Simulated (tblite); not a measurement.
Species: C7H12AlCl.
Atom-mapped SMILES: `[CH2:1]=[CH:2][CH2:3]/[CH:4]=[C:5](\[CH3:6])[CH2:7][AlH:8][Cl:9]` (hydrogens: H10, H11 on C1; H12 on C2; H13, H14 on C3; H15 on C4; H16, H17, H18 on C6; H19, H20 on C7; H21 on Al8)

Computed with GFN2-xTB (tblite), gas phase: L-BFGS steps from a force-field or distance-geometry start until the largest atomic force falls under 0.01 eV/Å.

Step 160: E = -727.5416 eV
```
atom  x, y, z in Å  |  force x, y, z in eV/Å
C1      1.8048   -1.7150   -0.3429    0.016   0.020  -0.010
C2      2.4088   -0.6062    0.0398    0.001  -0.025   0.014
C3      1.9357    0.7918   -0.2634    0.017  -0.007   0.025
C4      0.5290    0.8439   -0.7841    0.019  -0.030  -0.002
C5     -0.5826    0.8145   -0.0500   -0.013   0.016  -0.007
C6     -0.5976    0.7520    1.4467   -0.034   0.010  -0.002
C7     -1.9484    0.7832   -0.6691    0.010  -0.007  -0.004
Al8    -2.7251   -1.0043   -0.1668   -0.037   0.017   0.002
Cl9    -1.8501   -2.8213   -0.3445    0.005   0.008  -0.008
H10     0.8855   -1.6948   -0.9052    0.006   0.003   0.019
H11     2.2035   -2.6888   -0.1138    0.000   0.013   0.023
H12     3.3328   -0.6581    0.6058   -0.021   0.028  -0.048
H13     2.6161    1.2165   -1.0092   -0.021   0.010   0.003
H14     2.0413    1.4012    0.6383   -0.003  -0.001   0.012
H15     0.4373    0.8741   -1.8615   -0.009  -0.005  -0.017
H16     0.3924    0.6222    1.8708   -0.015  -0.036   0.004
H17    -1.2248   -0.1012    1.7582    0.032   0.033  -0.029
H18    -1.0478    1.6552    1.8621    0.009  -0.033  -0.002
H19    -1.8827    1.0240   -1.7354    0.005  -0.017  -0.007
H20    -2.5932    1.5486   -0.2151    0.033  -0.006   0.025
H21    -4.1439   -1.0204    0.4355   -0.001   0.010   0.008
```

Step 161: E = -727.5422 eV
```
atom  x, y, z in Å  |  force x, y, z in eV/Å
C1      1.8022   -1.7154   -0.3376    0.006   0.041  -0.002
C2      2.4100   -0.6060    0.0382    0.015  -0.024   0.002
C3      1.9361    0.7922   -0.2618    0.014   0.003   0.014
C4      0.5301    0.8459   -0.7840    0.005  -0.033  -0.002
C5     -0.5815    0.8170   -0.0499   -0.017   0.016  -0.016
C6     -0.5954    0.7531    1.4466   -0.019   0.004   0.003
C7     -1.9467    0.7825   -0.6696   -0.012  -0.002  -0.010
Al8    -2.7257   -1.0046   -0.1707   -0.041   0.006   0.008
Cl9    -1.8603   -2.8260   -0.3518    0.009   0.008  -0.010
H10     0.8761   -1.6949   -0.8897    0.024  -0.004   0.030
H11     2.2037   -2.6881   -0.1090   -0.006   0.008   0.013
H12     3.3419   -0.6570    0.5918   -0.035   0.025  -0.044
H13     2.6161    1.2197   -1.0060   -0.009   0.008  -0.005
H14     2.0410    1.4005    0.6407   -0.003  -0.006   0.015
H15     0.4372    0.8761   -1.8615    0.002  -0.007  -0.007
H16     0.3963    0.6256    1.8683   -0.027  -0.025   0.007
H17    -1.2172   -0.1034    1.7571    0.018   0.020  -0.024
H18    -1.0497    1.6529    1.8650    0.015  -0.032  -0.008
H19    -1.8832    1.0222   -1.7366    0.013  -0.014   0.006
H20    -2.5959    1.5451   -0.2162    0.046  -0.007   0.024
H21    -4.1443   -1.0204    0.4331    0.001   0.015   0.007
```

Problem. Estimate the geometry and energy of step 162. (The exact step hangs on the optimiser's Hessian estimate; all steps are aligned on step 161, rigid shifts and turns removed.)

Solution. E = -727.5427 eV, largest force 0.051 eV/Å
```
atom  x, y, z in Å  |  force x, y, z in eV/Å
C1      1.8005   -1.7156   -0.3345   -0.004   0.042   0.006
C2      2.4104   -0.6063    0.0372    0.014  -0.001  -0.013
C3      1.9365    0.7926   -0.2601    0.001   0.009  -0.003
C4      0.5313    0.8474   -0.7844   -0.010  -0.028  -0.001
C5     -0.5809    0.8196   -0.0508   -0.009   0.009  -0.020
C6     -0.5948    0.7538    1.4455    0.005  -0.001   0.007
C7     -1.9454    0.7821   -0.6709   -0.028   0.001  -0.013
Al8    -2.7267   -1.0042   -0.1714   -0.035  -0.001   0.009
Cl9    -1.8640   -2.8267   -0.3557    0.008   0.009  -0.010
H10     0.8710   -1.6945   -0.8804    0.015  -0.008   0.027
H11     2.2020   -2.6879   -0.1051   -0.002   0.003   0.006
H12     3.3466   -0.6564    0.5818   -0.015   0.018  -0.020
H13     2.6165    1.2219   -1.0029    0.000   0.009  -0.008
H14     2.0402    1.3999    0.6434   -0.002  -0.015   0.013
H15     0.4376    0.8787   -1.8622    0.014  -0.012   0.006
H16     0.3975    0.6252    1.8662   -0.033  -0.012   0.007
H17    -1.2129   -0.1051    1.7535   -0.006  -0.002  -0.015
H18    -1.0512    1.6503    1.8682    0.020  -0.026  -0.017
H19    -1.8830    1.0194   -1.7390    0.015  -0.010   0.018
H20    -2.5963    1.5437   -0.2179    0.048  -0.004   0.017
H21    -4.1441   -1.0210    0.4359    0.003   0.020   0.004
```

The energy changes by -0.0005 eV. The first-order estimate −F·Δx gives -0.0007 eV and the mean of the old and new forces, exact on a quadratic surface, -0.0005 eV. The step makes an angle of 77° with the force vector and moves no atom by more than 0.011 Å.

What follows is the cost of the whole relaxation. Time: 3.9 s wall. Hardware: one thread, Arm Neoverse N1 (aarch64), shared host with 64 logical CPUs at a one-minute load of 59.
